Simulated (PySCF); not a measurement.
Isomers of C4H11FOSi2.

All values: PBE0/pcSseg-1 (PySCF) at GFN2-xTB geometries, gas phase, one conformer each.

Question: Rank by the lowest IAO charge on any atom, lowest value first.
A. `[F:1]/[CH:2]=[CH:3]/[CH2:4][SiH2:5][CH2:6][O:7][SiH3:8]` with C2–C3–C4–Si5 104°, C3–C4–Si5–C6 -53°, C4–Si5–C6–O7 -53°, Si5–C6–O7–Si8 165°
B. `[F:1]/[CH:2]=[CH:3]\[O:4][SiH2:5][CH2:6][CH2:7][SiH3:8]` with C2–C3–O4–Si5 2°, C3–O4–Si5–C6 66°, O4–Si5–C6–C7 42°, Si5–C6–C7–Si8 177°
C. `[CH3:1][O:2][C@@H:3]1[SiH2:4][Si@H:5]([F:6])[C@H:7]1[CH3:8]` with C1–O2–C3–Si4 -174°
D. `[O:1]=[C:2]([CH2:3][CH2:4][SiH3:5])[CH2:6][SiH2:7][F:8]` with O1–C2–C3–C4 17°, C2–C3–C4–Si5 -43°, O1–C2–C6–Si7 84°, C2–C6–Si7–F8 69°

Answer: A (-0.651 e), D (-0.611 e), B (-0.570 e), C (-0.536 e).

Question: Rank by the highest Hirshfeld charge on any atom, highest value first.
A. `[CH3:1][CH2:2][O:3]/[C:4]([SiH3:5])=[CH:6]/[SiH2:7][F:8]` with C1–C2–O3–C4 180°, C2–O3–C4–Si5 180°, C4–C6–Si7–F8 179°
B. `[F:1]/[CH:2]=[CH:3]\[O:4][SiH2:5][CH2:6][CH2:7][SiH3:8]` with C2–C3–O4–Si5 2°, C3–O4–Si5–C6 66°, O4–Si5–C6–C7 42°, Si5–C6–C7–Si8 177°
C. `[F:1]/[CH:2]=[CH:3]/[CH2:4][SiH2:5][CH2:6][O:7][SiH3:8]` with C2–C3–C4–Si5 104°, C3–C4–Si5–C6 -53°, C4–Si5–C6–O7 -53°, Si5–C6–O7–Si8 165°
D. `[CH3:1][O:2][C@@H:3]1[SiH2:4][Si@H:5]([F:6])[C@H:7]1[CH3:8]` with C1–O2–C3–Si4 -174°
E. `[O:1]=[C:2]([CH2:3][CH2:4][SiH3:5])[CH2:6][SiH2:7][F:8]` with O1–C2–C3–C4 17°, C2–C3–C4–Si5 -43°, O1–C2–C6–Si7 84°, C2–C6–Si7–F8 69°

Answer: E (+0.454 e), A (+0.411 e), B (+0.396 e), C (+0.379 e), D (+0.353 e).

Question: Rank by HOMO–LUMO gap, highest first.
A. `[F:1]/[CH:2]=[CH:3]\[O:4][SiH2:5][CH2:6][CH2:7][SiH3:8]` with C2–C3–O4–Si5 2°, C3–O4–Si5–C6 66°, O4–Si5–C6–C7 42°, Si5–C6–C7–Si8 177°
B. `[O:1]=[C:2]([CH2:3][CH2:4][SiH3:5])[CH2:6][SiH2:7][F:8]` with O1–C2–C3–C4 17°, C2–C3–C4–Si5 -43°, O1–C2–C6–Si7 84°, C2–C6–Si7–F8 69°
C. `[CH3:1][O:2][C@@H:3]1[SiH2:4][Si@H:5]([F:6])[C@H:7]1[CH3:8]` with C1–O2–C3–Si4 -174°
D. `[F:1]/[CH:2]=[CH:3]/[CH2:4][SiH2:5][CH2:6][O:7][SiH3:8]` with C2–C3–C4–Si5 104°, C3–C4–Si5–C6 -53°, C4–Si5–C6–O7 -53°, Si5–C6–O7–Si8 165°

Answer: A (7.39 eV), D (7.02 eV), B (6.56 eV), C (6.36 eV).

All values together:

| SMILES | μ (D) | HOMO (eV) | LUMO (eV) | lowest IAO charge (e) | highest IAO charge (e) | lowest Hirshfeld charge (e) | highest Hirshfeld charge (e) |
| --- | --- | --- | --- | --- | --- | --- | --- |
| O=C(CC[SiH3])C[SiH2]F | 3.76 | -7.56 | -1.00 | -0.611 (C) | +1.111 (Si) | -0.203 (F) | +0.454 (Si) |
| F/C=C/C[SiH2]CO[SiH3] | 1.28 | -6.95 | 0.07 | -0.651 (O) | +0.872 (Si) | -0.221 (O) | +0.379 (Si) |
| CO[C@@H]1[SiH2][Si@H](F)[C@H]1C | 2.35 | -7.24 | -0.89 | -0.536 (F) | +0.918 (Si) | -0.216 (F) | +0.353 (Si) |
| F/C=C\O[SiH2]CC[SiH3] | 0.90 | -6.86 | 0.53 | -0.570 (O) | +0.995 (Si) | -0.191 (O) | +0.396 (Si) |
| CCO/C([SiH3])=C/[SiH2]F | 2.45 | -7.12 | -0.51 | -0.566 (C) | +1.095 (Si) | -0.216 (F) | +0.411 (Si) |

Conformers: `[O:1]=[C:2]([CH2:3][CH2:4][SiH3:5])[CH2:6][SiH2:7][F:8]` with O1–C2–C3–C4 17°, C2–C3–C4–Si5 -43°, O1–C2–C6–Si7 84°, C2–C6–Si7–F8 69°; `[F:1]/[CH:2]=[CH:3]/[CH2:4][SiH2:5][CH2:6][O:7][SiH3:8]` with C2–C3–C4–Si5 104°, C3–C4–Si5–C6 -53°, C4–Si5–C6–O7 -53°, Si5–C6–O7–Si8 165°; `[CH3:1][O:2][C@@H:3]1[SiH2:4][Si@H:5]([F:6])[C@H:7]1[CH3:8]` with C1–O2–C3–Si4 -174°; `[F:1]/[CH:2]=[CH:3]\[O:4][SiH2:5][CH2:6][CH2:7][SiH3:8]` with C2–C3–O4–Si5 2°, C3–O4–Si5–C6 66°, O4–Si5–C6–C7 42°, Si5–C6–C7–Si8 177°; `[CH3:1][CH2:2][O:3]/[C:4]([SiH3:5])=[CH:6]/[SiH2:7][F:8]` with C1–C2–O3–C4 180°, C2–O3–C4–Si5 180°, C4–C6–Si7–F8 179°.
